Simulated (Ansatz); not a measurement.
Start from `OC1CCCCC1` and change one atom or group to get `FC1CCCCC1`.

Ansatz, PBE0-D4/def2-TZVP geometries, multiplicity 1. Each molecule was computed in one conformer, which needn't be the lowest.

```
                                          property  `OC1CCCCC1`
               HOMO energy (B3LYP/def2-TZVPP) / eV        -7.40
                 HOMO energy (PBE/def2-TZVPP) / eV        -6.01
             LUMO energy (ωB97M-V/def2-TZVPP) / eV         2.51
                 LUMO energy (PBE/def2-TZVPP) / eV         0.28
size of the dipole moment (ωB97M-V/def2-TZVPP) / D         1.59
              HOMO–LUMO gap (PBE0/def2-TZVPP) / eV         8.72
```

(1) Give the same properties after the change, and the shifts. (An estimate is asked.)

## Answers

(1) The calculation gave: 
```json
{"property": "HOMO energy (B3LYP/def2-TZVPP) / eV", "`FC1CCCCC1`": "-8.27", "shift": "-0.87"}
{"property": "HOMO energy (PBE/def2-TZVPP) / eV", "`FC1CCCCC1`": "-7.03", "shift": "-1.02"}
{"property": "LUMO energy (ωB97M-V/def2-TZVPP) / eV", "`FC1CCCCC1`": "2.46", "shift": "-0.05"}
{"property": "LUMO energy (PBE/def2-TZVPP) / eV", "`FC1CCCCC1`": "0.24", "shift": "-0.04"}
{"property": "size of the dipole moment (ωB97M-V/def2-TZVPP) / D", "`FC1CCCCC1`": "1.75", "shift": "0.16"}
{"property": "HOMO–LUMO gap (PBE0/def2-TZVPP) / eV", "`FC1CCCCC1`": "9.49", "shift": "0.77"}
```

With PBE0 the HOMO falls by 0.83 eV and the LUMO falls by 0.06 eV, so the gap widens by about 0.77 eV. PBE moves the HOMO by -1.02 eV and ωB97M-V by -0.71 eV. Dipoles are sizes alone; their direction can turn.

B3LYP here is the variant with VWN-RPA as its local correlation; programs differ in this.
